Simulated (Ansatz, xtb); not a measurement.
**C2H3B2F: where a starting geometry ends**

The starting geometry of this gas-phase singlet was built from a drawn formula by distance geometry and a force field; its bonds are those of `B#C[C@H](B)F`.

```yaml
atoms:
  - { symbol: C, position_ang: [-2.4135, 2.2571, -0.2915] }
  - { symbol: C, position_ang: [-1.3604, 1.2574, -0.2469] }
  - { symbol: B, position_ang: [-3.3752, 3.1403, 0.2180] }
  - { symbol: B, position_ang: [-1.8832, -0.0428, 0.5311] }
  - { symbol: F, position_ang: [-0.2673, 1.7670, 0.3871] }
  - { symbol: H, position_ang: [-1.1099, 0.9577, -1.2635] }
  - { symbol: H, position_ang: [-1.3428, -0.4497, 1.4726] }
  - { symbol: H, position_ang: [-2.8248, -0.6499, 0.1594] }
```

Predict what becomes of its bonds when it is optimised with r2SCAN-D4/def2-SVP.

It rearranges to `BB=C=CF`. Contacts that open: C2–B4 (1.60 → 4.32 Å). Contacts that close: B3–B4 (3.53 → 1.62 Å).

The energy falls by 4.52 eV over 31 steps:

```json
{"step": "1", "E − E(last) (eV)": "4.517"}
{"step": "4", "E − E(last) (eV)": "3.964"}
{"step": "8", "E − E(last) (eV)": "2.848"}
{"step": "11", "E − E(last) (eV)": "2.183"}
{"step": "14", "E − E(last) (eV)": "1.425"}
{"step": "18", "E − E(last) (eV)": "0.599"}
{"step": "21", "E − E(last) (eV)": "0.172"}
{"step": "24", "E − E(last) (eV)": "0.008"}
{"step": "28", "E − E(last) (eV)": "0.000"}
{"step": "31", "E − E(last) (eV)": "0.000"}
```

Final geometry (Å):

```csv
atom,x (Å),y (Å),z (Å)
C,-1.2542,1.4537,-0.2212
C,-0.2798,2.1101,-0.8278
B,-2.2546,0.7162,0.3806
B,-3.4272,-0.1498,1.0885
F,-0.0103,3.3960,-0.6083
H,0.4104,1.6838,-1.5709
H,-3.2279,-0.7508,2.1180
H,-4.5334,-0.2220,0.6074
```

From the same start GFN2-xTB ends elsewhere, differing in C1–B4 (1.72 against 3.00 Å here), C2–B4 (1.60 against 4.32 Å here), B3–B4 (2.93 against 1.62 Å here).

The end wasn't checked by frequencies. Run with Ansatz 0.2.0, 2.4 min on 1 thread of AMD EPYC 7R43 64-Core Processor (Zen 3), on a shared host.
